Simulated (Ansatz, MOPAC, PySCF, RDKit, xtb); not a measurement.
Complex: C2H2 (SMILES C#C) (first 4 atoms) with N2 (SMILES N#N); geometry from B3LYP-D3(BJ)/def2-TZVP, rigid monomers moved along the line of their centres of mass till H4···N6 is 2.99 Å.
(charge 0, multiplicity 1):
```xyz
6

C     -0.437     0.428    -1.031
C     -0.041     0.040     0.030
H     -0.790     0.773    -1.972
H      0.309    -0.302     0.974
N      0.502    -0.493     5.024
N      0.576    -0.564     3.938
```

```
level                                  interaction energy (kJ/mol)  minus CCSD(T)/CBS(aug-cc-pVDZ, aug-cc-pVTZ)   cost
-------------------------------------  ---------------------------  -------------------------------------------  -----
MMFF94                                                        -0.3                                          2.3      -
UFF                                                           -0.8                                          1.8      -
GFN-FF                                                        -1.6                                          1.0      -
PM6                                                           -1.7                                          0.9      -
GFN2-xTB                                                      -2.0                                          0.7      -
HF/3-21G (no counterpoise)                                    -5.3                                         -2.7      -
HF/aug-cc-pVTZ                                                -1.0                                          1.6      -
PBE-D3(BJ)/def2-TZVPPD                                        -3.2                                         -0.6     ×1
r2SCAN-D3(BJ)/def2-TZVPPD                                     -2.0                                          0.7     ×2
r2SCAN-D4/def2-TZVPPD                                         -1.8                                          0.8     ×2
B3LYP/6-311+G** (no counterpoise)                             -1.5                                          1.1      -
B3LYP-D3(BJ)/def2-TZVPPD                                      -2.6                                          0.1     ×1
PBE0-D3(BJ)/def2-TZVPPD                                       -2.9                                         -0.3     ×1
M06-2X/6-31G* (no counterpoise)                               -3.1                                         -0.5      -
wB97X-V/def2-TZVPPD                                           -2.5                                          0.2     ×3
MP2/6-31G* (no counterpoise)                                  -4.0                                         -1.4      -
SCS-MP2/aug-cc-pVDZ                                           -2.3                                          0.3      -
CCSD(T)/aug-cc-pVDZ                                           -2.5                                          0.2     ×6
CCSD(T)/aug-cc-pVTZ                                           -2.6                                          0.0  ×300*
CCSD(T)/CBS(aug-cc-pVDZ, aug-cc-pVTZ)                         -2.6                                          0.0  ×300*
```

 The comparison column counts from a level with limits of its own.

The rows run from -5.3 (HF/3-21G (no counterpoise)) to -0.3 kJ/mol (MMFF94). From aug-cc-pVDZ to aug-cc-pVTZ CCSD(T) changes by -0.1.

Monomers are frozen at their geometry in the pair; levels with a basis set take the counterpoise correction. Rows marked so take none. RDKit's UFF carries no charges.

Frozen-core correlation. CBS(a, b) extrapolates the correlation energy as X⁻³ and adds the Hartree–Fock energy of set b. Rows in 3-21G, 6-311+G**, 6-31G* carry no dispersion term and start afresh at each structure (6-31G* with six Cartesian d functions). MP2/6-31G* freezes PySCF's default core. The state that PM6 reach isn't checked.

Codes used: Ansatz (an electronic-structure program) with Gaussian orbitals; MOPAC for PM6 (differences of heats of formation); PySCF for 3-21G rows, 6-311+G** rows, 6-31G* rows, the dispersion terms; RDKit for the force fields; xtb for the GFN methods. Each number belongs to the level named beside it.

Costs are rough ratios of core time to PBE/def2-TZVPPD (about 4 s over the structures, on one shared machine); a dash marks a level with no comparable run of its own. A star marks coupled-cluster runs past 200 virtual orbitals, where the program's memory plan changes under this machine's limit, so their costs aren't comparable with smaller runs.
